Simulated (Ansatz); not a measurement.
Reaction (redistribution): `[OH][Zn][O][SiH3]` + `N[SiH2][SiH](N)O` → `[SiH3][O][ZnH]` + `N[SiH2][Si](N)(O)O`

Program: Ansatz. Geometries: PBE0-D4/def2-TZVP. ΔE: electronic, gas phase. CCSD(T)/CBS is the MP2 limit (def2-TZVPP, def2-QZVPP) plus CCSD(T) − MP2 in def2-TZVPP, frozen cores. Functionals use def2-TZVPP. B3LYP here is the variant with VWN-RPA as its local correlation; programs differ in this. For Zn outer-core shells are correlated without core-valence functions, which leaves a few kJ/mol of doubt a bond. Scalar relativity is left out up to krypton. Each species was taken in one conformer, which may not be the lowest.

CCSD(T)/CBS gives -0.97 eV.

(1) Another level gave -1.07 eV. Which?
A. PBE/def2-TZVPP
B. B3LYP-D4/def2-TZVPP
C. HF/def2-TZVPP
D. B2PLYP/def2-TZVPP

Largest T1 diagnostic among the species: 0.016.

## Answers

(1) B. B3LYP-D4 -1.07, B2PLYP -1.01, PBE -0.95, HF/def2-TZVPP -1.12 eV.

The D4 term adds −0.05 eV with B3LYP and −0.03 eV with PBE0; it sums over pairs of atoms, weighted by their polarisabilities, and B3LYP, whose exchange is more repulsive, gets the larger term. From PBE to PBE0 (25 % exact exchange), in def2-TZVPP and without D4, ΔE moves by −0.06 eV.
